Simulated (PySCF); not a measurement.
A TDDFT job was run through a driver script with this input:

```
{"job": {"kind": "uv", "xc": "CAM-B3LYP", "basis": "def2-SVPD", "ip": true}, "charge": 0, "multiplicity": 1}
C     -3.707254     1.062483    -0.320389
C     -2.898672     0.421799     0.325873
P     -1.833823    -0.520197     1.392243
C     -1.202402    -1.757723     0.139994
C     -0.176086    -1.016972    -0.703599
C      0.684606    -0.189938     0.253748
C      1.629350     0.770152    -0.463566
C      2.564777     1.533078     0.460867
C     -0.265181     0.513421     1.241798
H     -4.414874     1.628651    -0.898279
H     -0.732850    -2.577919     0.709081
H     -2.038224    -2.185749    -0.431880
H      0.442666    -1.704560    -1.304202
H     -0.694822    -0.342909    -1.407654
H      1.301312    -0.902427     0.834729
H      2.223382     0.197022    -1.196320
H      1.023005     1.480885    -1.053816
H      3.241076     2.190424    -0.106247
H      3.189184     0.844620     1.053226
H      2.008336     2.165894     1.169645
H     -0.549856     1.513899     0.880897
H      0.185297     0.639160     2.237150
```

The program printed:

```
coarse grid: 18376 points
cycle   1  E = -653.3201721860  dE =  1.104e+00  |g| = 3.695e-01  |ddm| = 9.350e+00
cycle   2  E = -653.3419241002  dE = -2.175e-02  |g| = 2.727e-01  |ddm| = 1.778e+00
cycle   3  E = -653.3610902442  dE = -1.917e-02  |g| = 5.983e-02  |ddm| = 6.617e-01
cycle   4  E = -653.3616908072  dE = -6.006e-04  |g| = 3.959e-02  |ddm| = 2.400e-01
cycle   5  E = -653.3620616635  dE = -3.709e-04  |g| = 9.260e-03  |ddm| = 7.902e-02
cycle   6  E = -653.3620846675  dE = -2.300e-05  |g| = 2.149e-03  |ddm| = 2.485e-02
cycle   7  E = -653.3620859457  dE = -1.278e-06  |g| = 5.706e-04  |ddm| = 7.021e-03
final grid: 171432 points
cycle   8  E = -653.4696219943  dE = -4.900e-05  |g| = 3.489e-03  |ddm| = 1.334e-01
cycle   9  E = -653.4696226786  dE = -6.843e-07  |g| = 3.230e-03  |ddm| = 1.785e-02
cycle  10  E = -653.4696253635  dE = -2.685e-06  |g| = 4.507e-04  |ddm| = 6.461e-03
cycle  11  E = -653.4696253920  dE = -2.846e-08  |g| = 3.249e-04  |ddm| = 1.514e-03
cycle  12  E = -653.4696254168  dE = -2.482e-08  |g| = 7.776e-05  |ddm| = 6.392e-04
cycle  13  E = -653.4696254185  dE = -1.689e-09  |g| = 1.527e-05  |ddm| = 2.150e-04
cycle  14  E = -653.4696254186  dE = -8.072e-11  |g| = 4.836e-06  |ddm| = 5.187e-05
converged SCF energy = -653.4696254186

Static polarisability (au): isotropic 116.297, principal 101.915 109.878 137.098

Singlet excitations
state   eV       nm        f      main configurations
  1   5.2190    237.6   0.01574   H->L 0.81
  2   5.8619    211.5   0.05549   H->L+1 0.43, H-1->L 0.18, H->L+2 0.12
  3   6.4128    193.3   0.01250   H-1->L+1 0.26, H-1->L+2 0.18, H-1->L 0.12
  4   6.5553    189.1   0.02634   H->L+1 0.23, H->L+2 0.19
  5   6.8021    182.3   0.02857   H-2->L 0.41, H->L+2 0.11
  6   6.9147    179.3   0.08038   H->L+2 0.32, H->L+3 0.11, H->L+8 0.10
  7   7.1609    173.1   0.04211   H->L+8 0.46, H->L+4 0.12, H->L+5 0.12
  8   7.4182    167.1   0.06340   H->L+3 0.33, H->L+7 0.13, H->L+2 0.11
  9   7.5003    165.3   0.10115   H->L+4 0.49, H->L+8 0.15
 10   7.6553    162.0   0.17729   H->L+5 0.41, H->L+7 0.12, H-1->L 0.12

Triplet excitations (Tamm-Dancoff, eV): 4.6105 4.7386 5.1708 5.7663
Vertical ionisation energy (delta-SCF) = 8.4857 eV
```

Computed with TDDFT CAM-B3LYP/def2-SVPD, vertical, gas phase, core orbitals frozen in the response (PySCF). The structure is a single PBE0-D3(BJ)/def2-SVP conformer in the gas phase; no vibrational or solvent corrections.

(1) What share of the summed oscillator strength falls to the strongest level in this window?

(2) Give the mean polarisability in Å³.

(3) How much of the mean polarisability do the listed states account for?

(4) What is the gap between the lowest singlet and the lowest triplet?

(5) What is the polarisability anisotropy, √(½[(α1 − α2)² + (α2 − α3)² + (α3 − α1)²])?

(6) Which species is it?

## Answers

(1) State 10 at 162 nm: 0.1773 of 0.6030, or 29%.

(2) 116.30 au × 0.148185 = 17.23 Å³.

(3) The sum over states Σ f/ΔE² (ΔE in hartree) gives 9.04 au, 8% of the total; the rest comes from higher roots of the same response equations.

(4) 5.2190 − 4.6105 = 0.6085 eV (full response against Tamm–Dancoff).

(5) 31.95 au.

(6) `C#CP1CC[C@@H](CC)C1` (C8H13P), point group C1.

The SCF starts on a coarse grid; the energy jumps when the final grid takes over, and dE counts afresh there. H and L stand for HOMO and LUMO.

Time: 4.3 min (grids of density and orbitals included); peak memory 1.6 GiB. Hardware: Arm Neoverse V2, one thread (shared host).
